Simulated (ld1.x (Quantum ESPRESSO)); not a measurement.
## Building the TM semilocal potential for mercury (Hg) (LDA (PZ), scalar-relativistic).

Hg (Z = 80), norm-conserving Troullier–Martins (semilocal form), made with ld1.x (Quantum ESPRESSO) 7.5 (LDA (PZ), scalar-relativistic). Core [Kr] 4d10, reference 4f14 5s2 5p6 5d10 6s2 6p0. Waves: 5s (bound): rc 1.20 bohr; 5p (bound): rc 1.15 bohr; 5d (bound): rc 2.05 bohr; 4f (bound): rc 0.55 bohr. Local part: the f channel. Core correction: none.

Occupied shells without a wave of their own: 6s. They enter only through the test configuration that unscreens the potential.

Q: Tests: 4f14 5s2 5p6 5d10 6s1 6p0; 4f14 5s2 5p6 5d10 6s0 6p0; 4f14 5s2 5p6 5d9 6s0 6p0; 4f13 5s2 5p6 5d10 6s2 6p0; 4f14 5s2 5p6 5d10 6s1.5 6p0; 4f14 5s2 5p6 5d10 6s1 6p1; 4f14 5s2 5p6 5d10 6s0 6p2. Which has the largest error in its energy relative to the reference configuration, and how large is it?

A: 4f14 5s2 5p6 5d9 6s0 6p0, with -3268 meV (all-electron minus pseudo) on +66.26 eV.

A Bessel basis up to 400 Ry misses an occupied level by 3.77 Ry, so cutoffs and ghosts were not judged. The potential misses its own reference levels by up to 0.8 eV.
